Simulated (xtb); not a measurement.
xtb input (GFN2-xTB):

```bash
xtb mol.xyz --gfn 2 --sp --chrg -1 --uhf 0
```
mol.xyz:
```
10

C     -0.13704582    -0.51533626    -0.94136449
C     -1.25989771    -0.60727356     0.06419813
Cl    -2.05367731     1.18681658     0.04822988
C      1.09985487     0.21190739    -0.43394654
Cl     2.14301352    -0.80070708     0.68655903
H      0.14458868    -1.54118430    -1.21526243
H     -0.38720526     0.00380284    -1.89413215
H     -2.08262904    -1.14643420    -0.42627624
H      1.77630394     0.50116693    -1.23813434
H      0.81275831     1.08300156     0.14907087
```

End of the output:

```
         :::::::::::::::::::::::::::::::::::::::::::::::::::::
         ::                     SUMMARY                     ::
         :::::::::::::::::::::::::::::::::::::::::::::::::::::
         :: total energy             -18.217045233324 Eh    ::
         :: gradient norm              0.033976508152 Eh/a0 ::
         :: HOMO-LUMO gap              2.371642198053 eV    ::
         ::.................................................::
         :: SCC energy               -18.329292700244 Eh    ::
         :: -> isotropic ES            0.120796765475 Eh    ::
         :: -> anisotropic ES         -0.004147788607 Eh    ::
         :: -> anisotropic XC          0.000309061876 Eh    ::
         :: -> dispersion             -0.007485702332 Eh    ::
         :: repulsion energy           0.112247466920 Eh    ::
         :: add. restraining           0.000000000000 Eh    ::
         :: total charge              -1.000000000000 e     ::
         :::::::::::::::::::::::::::::::::::::::::::::::::::::

           -------------------------------------------------
          |                Property Printout                |
           -------------------------------------------------

    * Orbital Energies and Occupations

         #    Occupation            Energy/Eh            Energy/eV
      -------------------------------------------------------------
         1        2.0000           -0.9174697             -24.9656
       ...           ...                  ...                  ...
         4        2.0000           -0.4287331             -11.6664
         5        2.0000           -0.3807236             -10.3600
         6        2.0000           -0.3658416              -9.9551
         7        2.0000           -0.3555249              -9.6743
         8        2.0000           -0.3270802              -8.9003
         9        2.0000           -0.3088519              -8.4043
        10        2.0000           -0.2822691              -7.6809
        11        2.0000           -0.2772028              -7.5431
        12        2.0000           -0.2578509              -7.0165
        13        2.0000           -0.2425079              -6.5990
        14        2.0000           -0.2186970              -5.9510
        15        2.0000           -0.2099132              -5.7120
        16        2.0000           -0.1255136              -3.4154 (HOMO)
        17                         -0.0383574              -1.0438 (LUMO)
        18                          0.0269797               0.7342
        19                          0.1613385               4.3902
        20                          0.1656261               4.5069
        21                          0.1675573               4.5595
        22                          0.1684800               4.5846
        23                          0.2312027               6.2913
        24                          0.2494950               6.7891
        25                          0.2516020               6.8464
        26                          0.2522421               6.8639
        27                          0.2556424               6.9564
       ...                                ...                  ...
        35                          0.4317676              11.7490
      -------------------------------------------------------------
                  HL-Gap            0.0871562 Eh            2.3716 eV
             Fermi-level           -0.0819355 Eh           -2.2296 eV

     #   Z          covCN         q      C6AA      α(0)
     1   6 C        3.829    -0.007    20.681     6.471
     2   6 C        2.750    -0.197    33.170     9.431
     3  17 Cl       0.871    -0.528   116.738    16.529
     4   6 C        3.708     0.050    19.864     6.370
     5  17 Cl       0.892    -0.279   108.010    15.899
     6   1 H        0.923    -0.014     3.304     2.843
     7   1 H        0.921    -0.022     3.480     2.917
     8   1 H        0.923    -0.076     4.790     3.423
     9   1 H        0.925     0.013     2.837     2.634
    10   1 H        0.925     0.059     2.211     2.325

 Mol. C6AA /au·bohr⁶  :       2022.085272
 Mol. C8AA /au·bohr⁸  :      61296.222219
 Mol. α(0) /au        :         68.842102

Wiberg/Mayer (AO) data.
largest (>0.10) Wiberg bond orders for each atom

 ---------------------------------------------------------------------------
     #   Z sym  total        # sym  WBO       # sym  WBO       # sym  WBO
 ---------------------------------------------------------------------------
     1   6 C    3.956 --     2 C    1.020     4 C    1.004     6 H    0.966
                             7 H    0.944
     2   6 C    2.773 --     1 C    1.020     8 H    0.976     3 Cl   0.725
     3  17 Cl   0.751 --     2 C    0.725
     4   6 C    3.906 --     1 C    1.004     9 H    0.985    10 H    0.980
                             5 Cl   0.900
     5  17 Cl   0.948 --     4 C    0.900
     6   1 H    1.000 --     1 C    0.966
     7   1 H    0.999 --     1 C    0.944
     8   1 H    0.994 --     2 C    0.976
     9   1 H    1.000 --     4 C    0.985
    10   1 H    0.997 --     4 C    0.980
 ---------------------------------------------------------------------------

Topologies differ in total number of bonds
Writing topology from bond orders to xtbtopo.mol

molecular dipole:
                 x           y           z       tot (Debye)
 q only:        1.944      -0.173      -0.304
   full:        1.742      -0.139      -1.004       5.123
molecular quadrupole (traceless):
                xx          xy          yy          xz          yz          zz
 q only:      -12.043       8.095       3.795      -2.520       0.329       8.248
  q+dip:      -14.013      11.017       3.465      -2.443       2.301      10.548
   full:      -13.916      10.301       4.138      -2.048       1.871       9.779

           -------------------------------------------------
          | TOTAL ENERGY              -18.217045233324 Eh   |
          | GRADIENT NORM               0.033976508152 Eh/α |
          | HOMO-LUMO GAP               2.371642198053 eV   |
           -------------------------------------------------
Note: The following floating-point exceptions are signalling: IEEE_UNDERFLOW_FLAG IEEE_DENORMAL
normal termination of xtb

------------------------------------------------------------------------
------------------------------------------------------------------------
 total:
 SCF:
```

It need not be the lowest isomer of its formula. Whether it binds its extra electron was not tested at this geometry.
